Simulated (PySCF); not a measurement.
Excitations are Tamm–Dancoff values on a coarser integration grid. The basis has no diffuse functions, so Rydberg states are missing or too high.

Z-matrix (Å, degrees):
```
In
N 1 2.0167
H 2 1.0076 1 119.05
H 2 1.0078 3 109.63 1 -141.36
N 1 2.0167 2 120.33 3 25.20
H 5 1.0076 1 119.05 2 -25.20
H 5 1.0078 6 109.63 1 141.36
N 1 2.0184 2 119.77 3 -158.96
H 8 1.0080 1 118.43 2 -156.08
H 8 1.0080 9 109.41 1 -139.91
```
Charge 0, spin multiplicity 1.

Q: Give the dipole moment, T1 excitation (TDA) and S1 excitation (TDA) at the level CAM-B3LYP-D3(BJ)/def2-TZVP run with PySCF.

A: 
```json
{
 "dipole_moment": "0.84 D",
 "T1 excitation (TDA)": "4.43 eV",
 "S1 excitation (TDA)": "5.03 eV"
}
```
